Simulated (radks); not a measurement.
Spherical quantum dot in the effective-mass picture: electrons in a hard-walled sphere of radius 3.67, all in effective atomic units (hartree* = m*/eps^2 hartree, bohr* = eps/m* bohr), one dielectric constant everywhere. Method: non-relativistic Kohn-Sham, r2SCAN, spin-polarised, spherical densities, generalised Kohn-Sham scheme; computed with a radial shooting solver with Libxc functionals. Levels are named by radial order and angular momentum (1s, 1p, 1d, 2s, ...), and open shells are averaged over m. Results are scaled to m* = 0.115 and eps = 17.9, for which hartree* = 9.767 meV and bohr* = 8.237 nm.

N = 10, configuration 1s2 1p6 1d(up 2, down 0). This is the lowest configuration that the search found. Occupied and some empty levels:

level    occupation  eigenvalue (meV)  <r> (nm)
1s up             1            37.383     18.76
1s down           1            37.813     18.48
1p up             3            39.808     19.99
1p down           3            40.362     19.86
1d up             2            43.715     20.93
1d down           0            44.362     20.89
1f up             0            48.881     21.68
1f down           0            49.584     21.67
2s up             0            49.917     13.86
2s down           0            50.184     14.21
2p up             0            56.735     15.95
2p down           0            57.001     16.06

Energy (meV): total 231.246, kinetic 82.954, external 0, Hartree 184.11, exchange-correlation -35.819.

Electron density:

r (nm)  n(r) (e/nm^3)
0.815      0.00002460
3.07       0.00002951
5.33       0.00004044
7.60       0.00005811
9.86       0.00008268
12.1        0.0001123
14.4        0.0001429
16.6        0.0001669
18.9        0.0001744
21.2        0.0001571
23.4        0.0001144
25.7       0.00005978
27.9       0.00001575
30.2        1.663e-08
